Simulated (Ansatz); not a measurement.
`N[SiH2][GeH3]` + `C=N` → `C=[N][GeH3]` + `N[SiH3]`  (cleavage of the Ge–Si bond)

Computed with Ansatz on PBE0-D4/def2-TZVP structures; ΔE is electronic, products minus reactants. CBS: MP2 limit from def2 TZ/QZ plus the TZ coupled-cluster correction, frozen cores. This one scheme is used for every species. DFT in def2-TZVPP. HSE06 is defined as in plane-wave codes. For Ge outer-core shells are correlated without core-valence functions, which leaves a few kJ/mol of doubt a bond. Scalar relativity is left out up to krypton. Each species was taken in one conformer, which may not be the lowest.

`N[SiH2][GeH3]`:

```xyz
10

N     1.709   -0.195   -0.538
Si    0.235   -0.872    0.041
Ge   -1.306    0.899    0.423
H     1.694    0.447   -1.314
H     2.544   -0.759   -0.558
H     0.541   -1.584    1.311
H    -0.421   -1.867   -0.863
H    -1.455    1.763   -0.845
H    -0.842    1.819    1.565
H    -2.700    0.350    0.778
```

`C=N`:

Cartesian coordinates in Å:
```
C -0.376 0.079 0.067
N 0.806 -0.142 0.444
H -0.708 0.098 -0.978
H -1.143 0.268 0.821
H 1.421 -0.303 -0.355
```

`C=[N][GeH3]`:

Z-matrix (Å, degrees):
```
Ge
N 1 1.863
H 1 1.534 2 107.5
H 1 1.534 2 107.4 3 -118.6
H 1 1.546 2 110.2 3 120.7
C 2 1.258 1 119.3 3 -120.8
H 6 1.097 2 119.6 1 180.0
H 6 1.103 2 125.1 1 0.0
```

`N[SiH3]`:

Cartesian coordinates in Å:
```
N -0.535 -0.859 -0.336
Si 0.253 0.589 0.152
H -1.043 -1.403 0.343
H -0.097 -1.460 -1.016
H -0.720 1.400 0.928
H 1.468 0.417 1.004
H 0.674 1.316 -1.074
```

| level | ΔE (kJ/mol) | difference from CCSD(T)/CBS |
| --- | --- | --- |
| BLYP-D4 | 15.8 | -1.0 |
| B97M-V | 15.8 | -1.0 |
| PBE0-D4 | 25.6 | 8.8 |
| r2SCAN0-D4 | 20.1 | 3.3 |
| CAM-B3LYP-D4 | 13.2 | -3.6 |
| ωB97X-V | 15.2 | -1.6 |
| ωB97M-V | 15.8 | -1.0 |
| PBE-QIDH | 16.8 | 0.0 |
| PBE | 25.7 | 8.9 |
| PBE0 | 24.5 | 7.7 |
| HSE06 | 24.4 | 7.6 |
| LC-ωPBE | 20.3 | 3.5 |
| CCSD/def2-SVP | 12.6 | -4.2 |
| MP2/def2-TZVPP | 7.2 | -9.6 |
| SCS-MP2/def2-TZVPP | 4.2 | -12.6 |
| SCS-MP2/def2-QZVPP | 5.4 | -11.4 |
| CCSD(T)/CBS | 16.8 | 0 |

Largest T1 diagnostic among the species: 0.013.

Leaving LDA and LC-ωPBE aside and taking each functional with its dispersion term where it has one, the values, not all of them listed here, spread over 15.7 kJ/mol, from B2PLYP to PBE-D4. In def2-TZVPP, CCSD(T) changes the Hartree–Fock value by +12.2 kJ/mol (the triples alone add −0.1 kJ/mol) and MP2 by +5.8 kJ/mol.
